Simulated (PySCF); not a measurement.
Field gradients at the hydrogen positions

Species: C5H14Si.
Cartesian coordinates in Å at the GFN2-xTB level; atoms count from 1:
```
atom  x, y, z in Å
C1     2.4935    0.5380   -0.0139
Si2    1.0415   -0.1746   -1.0067
C3    -0.5875   -0.1236    0.0098
C4    -1.7282   -0.7057   -0.8257
C5    -0.4505   -0.9472    1.2915
C6    -0.9426    1.3156    0.3873
H7     3.4048    0.5048   -0.6025
H8     2.3218    1.5738    0.2641
H9     2.6730   -0.0247    0.8975
H10    1.3326   -1.5704   -1.3656
H11    0.8565    0.6111   -2.2358
H12   -1.8678   -0.1356   -1.7417
H13   -1.5201   -1.7379   -1.0993
H14   -2.6630   -0.6836   -0.2652
H15   -1.3860   -0.9362    1.8516
H16   -0.2047   -1.9827    1.0638
H17    0.3299   -0.5431    1.9331
H18   -0.1712    1.7554    1.0161
H19   -1.8824    1.3427    0.9394
H20   -1.0546    1.9346   -0.5008
```

Level: PBE0/pcSseg-1 (PySCF, non-relativistic); Q(2H) = 0.00286 b; rigid geometry, the same for H and D, with no vibrational averaging.

Question: Rank these positions by the coupling χzz of a deuteron there, largest first.
A. H11 (Si–H hydrogen)
B. H7 (methyl hydrogen)
C. H14 (methyl hydrogen)

Answer: B (220 kHz), C (209 kHz), A (107 kHz).

Question: Tabulate Vzz, the asymmetry η and χzz = 234.96 MHz × Q × Vzz for every hydrogen position.

Answer: 
| atom | bonded to | bond length (Å) | Vzz (au) | η | χzz (kHz) |
| --- | --- | --- | --- | --- | --- |
| H7 | C1 | 1.085 | 0.3273 | 0.01 | 220 |
| H8 | C1 | 1.086 | 0.3258 | 0.01 | 219 |
| H9 | C1 | 1.086 | 0.3258 | 0.01 | 219 |
| H10 | Si2 | 1.470 | 0.1594 | 0.01 | 107 |
| H11 | Si2 | 1.470 | 0.1593 | 0.01 | 107 |
| H12 | C4 | 1.088 | 0.3149 | 0.02 | 212 |
| H13 | C4 | 1.088 | 0.3148 | 0.02 | 212 |
| H14 | C4 | 1.090 | 0.3114 | 0.02 | 209 |
| H15 | C5 | 1.090 | 0.3110 | 0.02 | 209 |
| H16 | C5 | 1.088 | 0.3141 | 0.02 | 211 |
| H17 | C5 | 1.088 | 0.3152 | 0.02 | 212 |
| H18 | C6 | 1.088 | 0.3153 | 0.02 | 212 |
| H19 | C6 | 1.090 | 0.3111 | 0.02 | 209 |
| H20 | C6 | 1.088 | 0.3142 | 0.02 | 211 |

Question: Average by the element that carries the hydrogen.

Answer: on C: 213 kHz over 12 positions, mean bond length 1.088 Å; on Si: 107 kHz over 2 positions, mean bond length 1.470 Å.

Question: A static deuteron (I = 1) shows a doublet split by (3/2)χ, (3/4)χ(1 + η) and (3/4)χ(1 − η) with the field along z, y and x of the gradient. What are these for H16?

Answer: With |χ| = 211.1 kHz and η = 0.016: 317, 161 and 156 kHz, to first order and without motion.

Geometry: GFN2-xTB; no solvent, vibrations or thermal averaging. GFN2-xTB bond lengths can be off by several hundredths of an ångström, more for odd bonds, and the gradients follow them. The small basis limits the accuracy of the gradients.

The run behind these numbers computed NMR shieldings as well. On one thread, Arm Neoverse N1 (aarch64), no GPU, shared host with 64 logical CPUs at a one-minute load of 61, this took 63 s (grids of density and orbitals included) and 0.83 GiB of memory at its peak.
